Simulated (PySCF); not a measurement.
Cl₃Sb, singlet, at a GFN2-xTB geometry (core potentials on Sb), with bond 2-1 at 1.3 times its length; SVWN5/def2-SV(P) (PySCF).

Here is a job for PySCF.
```python
from pyscf import gto, scf, dft

mol = gto.M(
    atom='''
Sb    0.004843   -0.000785    0.619287
Cl   -2.289709   -1.255027   -0.974605
Cl    0.035972    2.004188   -0.617068
Cl    1.709696   -1.036248   -0.634009
''',
    basis='def2-sv(p)',
    ecp={'Sb': 'def2-sv(p)'},
    charge=0,
    spin=0,
    verbose=4,
)

mf = dft.RKS(mol)
mf.xc = 'lda,vwn'
mf.diis = False
mf.damp = 0.3
mf.diis_start_cycle = 200
mf.max_cycle = 150
mf.kernel()
```

What does PySCF print? Leave out banner, timings and long lists.


```
PySCF version 2.14.0

[INPUT] verbose = 4
[INPUT] num. atoms = 4
[INPUT] num. electrons = 74
[INPUT] charge = 0
[INPUT] spin (= nelec alpha-beta = 2S) = 0
[INPUT] symmetry False subgroup None
[INPUT] Mole.unit = angstrom
[INPUT] Symbol           X                Y                Z      unit          X                Y                Z       unit  Magmom
[...]
nuclear repulsion = 363.379245205999
number of shells = 34
number of NR pGTOs = 169
number of NR cGTOs = 80
basis = def2-sv(p)
ecp = {'Sb': 'def2-sv(p)'}

******** <class 'pyscf.dft.rks.RKS'> ********
method = RKS
initial guess = minao
damping factor = 0.3
level_shift factor = 0
DIIS disabled
SCF conv_tol = 1e-09
SCF conv_tol_grad = None
SCF max_cycles = 150
direct_scf = True
direct_scf_tol = 1e-13
XC library pyscf.dft.libxc version 7.1.2
    S. Lehtola, C. Steigemann, M. J. T. Oliveira, and M. A. L. Marques,  SoftwareX 7, 1–5 (2018)
XC functionals = lda,vwn
    P. A. M. Dirac,  Math. Proc. Cambridge Philos. Soc. 26, 376 (1930)
    F. Bloch,  Z. Phys. 57, 545 (1929)
    S. H. Vosko, L. Wilk, and M. Nusair,  Can. J. Phys. 58, 1200 (1980)
radial grids:
    Treutler-Ahlrichs [JCP 102, 346 (1995); DOI:10.1063/1.469408] (M4) radial grids

becke partition: Becke, JCP 88, 2547 (1988); DOI:10.1063/1.454033
pruning grids: <function nwchem_prune>
grids dens level: 3
symmetrized grids: False
atomic radii adjust function: <function treutler_atomic_radii_adjust>
small_rho_cutoff = 0
Set gradient conv threshold to 3.16228e-05
Initial guess from minao.
tot grids = 78600
init E= -1590.7484560271
[...]
cycle= 1 E= -1607.45830652465  delta_E= -16.7  |g|= 3.92  |ddm|= 10.9
[...]
cycle= 2 E= -1550.46762672631  delta_E=   57  |g|= 8.24  |ddm|= 18.8
[...]
cycle= 3 E= -1589.90115393709  delta_E= -39.4  |g|= 5.55  |ddm|= 20.2
[...]
cycle= 4 E= -1548.96169855579  delta_E= 40.9  |g|= 10.6  |ddm|= 19.8
[...]
cycle= 5 E= -1582.51171060874  delta_E= -33.6  |g|= 6.57  |ddm|= 19.3
[...]
cycle= 6 E= -1551.97612347916  delta_E= 30.5  |g|= 8.97  |ddm|= 19.7
[...]
cycle= 7 E= -1581.165187117  delta_E= -29.2  |g|= 6.75  |ddm|=   20
[...]
cycle= 8 E= -1546.38991216098  delta_E= 34.8  |g|= 8.94  |ddm|= 19.5
[...]
cycle= 9 E= -1582.18199233606  delta_E= -35.8  |g|= 6.68  |ddm|= 19.4
[...]
cycle= 10 E= -1550.211224276  delta_E=   32  |g|= 9.17  |ddm|= 19.7
[...]
cycle= 11 E= -1581.5690189835  delta_E= -31.4  |g|= 6.72  |ddm|= 19.7
[...]
cycle= 12 E= -1547.48879872515  delta_E= 34.1  |g|= 9.11  |ddm|= 19.5
[...]
cycle= 13 E= -1582.00313632692  delta_E= -34.5  |g|= 6.69  |ddm|= 19.4
[...]
cycle= 14 E= -1549.45206542804  delta_E= 32.6  |g|=  9.2  |ddm|= 19.6
[...]
cycle= 15 E= -1581.68404791757  delta_E= -32.2  |g|= 6.71  |ddm|= 19.6
[...]
cycle= 16 E= -1548.01802592621  delta_E= 33.7  |g|= 9.16  |ddm|= 19.5
[...]
cycle= 17 E= -1581.9244942507  delta_E= -33.9  |g|=  6.7  |ddm|= 19.5
[...]
cycle= 18 E= -1549.05641974299  delta_E= 32.9  |g|=  9.2  |ddm|= 19.6
[...]
cycle= 19 E= -1581.72147365888  delta_E= -32.7  |g|=  6.7  |ddm|= 19.6
[...]
cycle= 20 E= -1548.35177572642  delta_E= 33.4  |g|= 9.18  |ddm|= 19.5
[...]
cycle= 21 E= -1581.40308588675  delta_E= -33.1  |g|= 6.79  |ddm|= 19.6
[...]
cycle= 22 E= -1549.79398661938  delta_E= 31.6  |g|= 9.29  |ddm|= 19.7
[...]
cycle= 23 E= -1579.12541380481  delta_E= -29.3  |g|= 7.14  |ddm|= 19.7
[...]
cycle= 24 E= -1565.13518022078  delta_E=   14  |g|= 8.34  |ddm|= 19.7
[...]
cycle= 25 E= -1581.86753907305  delta_E= -16.7  |g|=  7.2  |ddm|= 20.3
[...]
cycle= 26 E= -1545.88909645253  delta_E=   36  |g|= 8.59  |ddm|= 20.8
[...]
cycle= 27 E= -1584.746438929  delta_E= -38.9  |g|= 6.53  |ddm|= 20.2
[...]
cycle= 28 E= -1555.72696179504  delta_E=   29  |g|= 10.5  |ddm|= 19.7
[...]
cycle= 29 E= -1582.35679624388  delta_E= -26.6  |g|= 6.69  |ddm|= 19.7
[...]
cycle= 30 E= -1545.24296051981  delta_E= 37.1  |g|=  8.8  |ddm|= 19.6
[...]
cycle= 31 E= -1580.42312059609  delta_E= -35.2  |g|= 6.95  |ddm|= 19.8
[...]
cycle= 32 E= -1567.44614016714  delta_E=   13  |g|= 8.09  |ddm|= 20.4
[...]
[...]
[...]
cycle= 101 E= -1577.52306626029  delta_E= -11.2  |g|= 7.65  |ddm|= 19.8
[...]
cycle= 102 E= -1554.39579169749  delta_E= 23.1  |g|= 8.72  |ddm|= 17.3
[...]
cycle= 103 E= -1587.81526759189  delta_E= -33.4  |g|= 6.09  |ddm|= 18.3
[...]
cycle= 104 E= -1547.9458039431  delta_E= 39.9  |g|=  9.6  |ddm|= 20.7
[...]
cycle= 105 E= -1581.91607899738  delta_E=  -34  |g|= 6.99  |ddm|=   20
[...]
cycle= 106 E= -1567.01672066552  delta_E= 14.9  |g|= 8.11  |ddm|= 20.1
[...]
cycle= 107 E= -1576.40287343159  delta_E= -9.39  |g|= 7.56  |ddm|= 20.1
[...]
cycle= 108 E= -1554.69457719515  delta_E= 21.7  |g|= 8.66  |ddm|= 17.1
[...]
cycle= 109 E= -1588.20220413457  delta_E= -33.5  |g|= 5.99  |ddm|= 18.1
[...]
cycle= 110 E= -1546.75032083649  delta_E= 41.5  |g|= 9.49  |ddm|= 20.8
[...]
cycle= 111 E= -1581.89468293001  delta_E= -35.1  |g|= 6.92  |ddm|=   20
[...]
cycle= 112 E= -1567.61141395624  delta_E= 14.3  |g|= 8.01  |ddm|= 20.3
[...]
cycle= 113 E= -1576.0064692127  delta_E= -8.4  |g|= 7.54  |ddm|= 20.4
[...]
cycle= 114 E= -1554.42210801744  delta_E= 21.6  |g|= 8.61  |ddm|= 17.2
[...]
cycle= 115 E= -1588.39100819723  delta_E=  -34  |g|= 5.91  |ddm|=   18
[...]
cycle= 116 E= -1545.6509072932  delta_E= 42.7  |g|= 9.43  |ddm|= 20.8
[...]
cycle= 117 E= -1582.11774981093  delta_E= -36.5  |g|= 6.81  |ddm|= 19.9
[...]
cycle= 118 E= -1562.34333109259  delta_E= 19.8  |g|= 9.32  |ddm|= 20.1
[...]
cycle= 119 E= -1581.36849244544  delta_E=  -19  |g|= 6.88  |ddm|= 20.5
[...]
cycle= 120 E= -1543.27512976922  delta_E= 38.1  |g|= 8.45  |ddm|= 20.4
[...]
cycle= 121 E= -1578.72942259431  delta_E= -35.5  |g|= 7.41  |ddm|= 19.9
[...]
cycle= 122 E= -1571.61464825781  delta_E= 7.11  |g|= 7.44  |ddm|= 20.7
[...]
cycle= 123 E= -1576.93314734525  delta_E= -5.32  |g|= 7.63  |ddm|= 21.1
[...]
cycle= 124 E= -1552.04696719363  delta_E= 24.9  |g|= 8.57  |ddm|= 18.1
[...]
cycle= 125 E= -1588.58322639586  delta_E= -36.5  |g|= 5.81  |ddm|= 18.4
[...]
cycle= 126 E= -1543.6222195258  delta_E=   45  |g|= 9.12  |ddm|= 20.5
[...]
cycle= 127 E= -1581.84024760196  delta_E= -38.2  |g|= 6.64  |ddm|= 19.8
[...]
cycle= 128 E= -1555.55436605213  delta_E= 26.3  |g|= 8.14  |ddm|= 20.2
[...]
cycle= 129 E= -1580.65041074397  delta_E= -25.1  |g|= 6.82  |ddm|= 20.5
[...]
cycle= 130 E= -1544.70288069057  delta_E= 35.9  |g|= 8.64  |ddm|= 19.8
[...]
cycle= 131 E= -1582.50480981107  delta_E= -37.8  |g|= 6.66  |ddm|= 19.6
[...]
cycle= 132 E= -1551.14556553289  delta_E= 31.4  |g|= 9.08  |ddm|= 19.8
[...]
cycle= 133 E= -1581.38424752175  delta_E= -30.2  |g|= 6.73  |ddm|= 19.9
[...]
cycle= 134 E= -1546.94606556555  delta_E= 34.4  |g|= 9.04  |ddm|= 19.5
[...]
cycle= 135 E= -1582.04426788041  delta_E= -35.1  |g|= 6.69  |ddm|= 19.4
[...]
cycle= 136 E= -1549.97181744994  delta_E= 32.1  |g|= 9.19  |ddm|= 19.7
[...]
cycle= 137 E= -1580.59906282803  delta_E= -30.6  |g|=  6.9  |ddm|= 19.9
[...]
cycle= 138 E= -1549.81489491433  delta_E= 30.8  |g|= 9.47  |ddm|= 19.7
[...]
cycle= 139 E= -1577.86989191685  delta_E= -28.1  |g|= 7.44  |ddm|= 19.5
[...]
cycle= 140 E= -1567.90331026325  delta_E= 9.97  |g|= 8.06  |ddm|=   20
[...]
cycle= 141 E= -1582.61707816897  delta_E= -14.7  |g|= 7.08  |ddm|=   21
[...]
cycle= 142 E= -1544.70698357412  delta_E= 37.9  |g|=  8.5  |ddm|= 21.2
[...]
cycle= 143 E= -1584.6526554305  delta_E= -39.9  |g|= 6.55  |ddm|= 20.3
[...]
cycle= 144 E= -1558.63011413233  delta_E=   26  |g|= 10.4  |ddm|= 19.7
[...]
cycle= 145 E= -1581.01359515683  delta_E= -22.4  |g|=    7  |ddm|=   20
[...]
cycle= 146 E= -1547.05006084511  delta_E=   34  |g|= 9.12  |ddm|=   20
[...]
cycle= 147 E= -1581.421648264  delta_E= -34.4  |g|= 6.89  |ddm|= 19.8
[...]
cycle= 148 E= -1567.00715008392  delta_E= 14.4  |g|= 8.07  |ddm|= 20.1

WARN: HOMO -0.700369053838891 == LUMO -0.699492433033007

cycle= 149 E= -1576.65637373877  delta_E= -9.65  |g|= 7.58  |ddm|= 20.1
[...]
cycle= 150 E= -1554.54368335529  delta_E= 22.1  |g|= 8.66  |ddm|= 17.2
SCF not converged.
SCF energy = -1554.54368335529
```

The run did not converge; its last values are not results.
